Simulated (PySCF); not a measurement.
## Pd⁺: excitation energy

Pd⁺ [Kr] 4d9 (2D) → Pd⁺ [Kr] 4d8 5p1 (high-spin determinant), as a difference of total energies. Calculation: PySCF 2.14, in aug-cc-pVDZ-PP with ECP28MDF (5s5p4d2f, 54 functions); scalar relativity through the core potential. Correlated levels: valence: 4s2 4p6 frozen. The calculations carry no spin-orbit coupling.

```
           method  excitation energy (eV)
              UHF                   7.190
              LDA                   8.484
              PBE                   8.190
             PBE0                   8.166
           r2SCAN                   7.883
            HSE06                   8.133
            TPSSh                   8.004
            B3LYP                   8.185
           PBEsol                   8.269
    MP2 (valence)                   8.408
SCS-MP2 (valence)                   8.430
```

**Question.** How much does correlation contribute at MP2 (valence)?

**Answer.** 8.408 − (7.190) = 1.218 eV, measured against UHF.

The determinant of the upper state mixes LS terms, which raises its energy above the lowest term, most at the Hartree-Fock and MP2 levels.
